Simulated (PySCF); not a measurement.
# Electronic absorption of C5H9PSSi

Species: C₅H₉PSSi.
SMILES: `[P@H]1(=S)C=C[C@H]([SiH3])C=C1`

Computed with TDDFT CAM-B3LYP/def2-SVPD, vertical, gas phase, core orbitals frozen in the response in PySCF 2.14.0, density-fitted response routines. Geometry: GFN2-xTB, one conformer, isolated molecule.

Q: Predict the UV-vis stick spectrum at this level.

A: 

```csv
state,E (eV),E (hartree),f,symmetry,"main configurations (H = HOMO, L = LUMO)"
S1,4.90,0.1802,0.0054,A″,"H-1→L (62%), H→L+1 (32%)"
S2,4.94,0.1814,0.047,A′,"H→L (80%), H-1→L+1 (10%)"
S3,5.06,0.1861,0.0023,A″,"H→L+1 (66%), H-1→L (30%)"
S4,5.07,0.1863,0.0018,–,"H-1→L+1 (87%), H→L (10%)"
S5,5.74,0.2110,0.011,A″,H-2→L+1 (96%)
S6,5.78,0.2124,0.0012,–,"H-1→L+2 (55%), H-1→L+8 (15%), H-1→L+9 (10%)"
S7,5.81,0.2133,0.028,A′,"H→L+2 (58%), H→L+8 (14%)"
S8,6.05,0.2222,0.250,A′,H-2→L (88%)
```

Triplets, Tamm–Dancoff:

```csv
state,E (eV),λ (nm),"main configurations (H = HOMO, L = LUMO)"
T1,4.11,302.0,"H-2→L (43%), H-3→L+1 (35%)"
T2,4.12,301.1,"H-2→L+1 (54%), H-3→L (26%)"
T3,4.68,264.7,H→L (78%)
```

The lowest singlet lies at 4.90 eV (253 nm, ultraviolet) and is weak; its leading configuration is HOMO-1→LUMO (62%). The strongest level in the table is S8 at 6.05 eV (205 nm, f = 0.250). It is the last of those listed, so stronger ones may follow. S3/S4 lie within about 0.01 eV of each other. Löwdin shares by element: HOMO sulfur 75%, phosphorus 17%; LUMO carbon 36% or more, silicon 13% (atoms not listed hold the other 51%). Of the 8 states listed, 4 reach f = 0.01 and none stays under 0.0005. Orbital energies (eV): HOMO-3 -9.87, HOMO-2 -8.90, HOMO-1 -7.71, HOMO -7.61, LUMO -0.01, LUMO+1 0.12, LUMO+2 0.62. The listed states span 1.14 eV, and the widest gap between neighbours is 0.67 eV (S4 to S5). Symmetry labels in Cs follow from the direction of the transition dipole and are given only for states with f of 0.002 or more. The window holds the lowest 8 singlets.
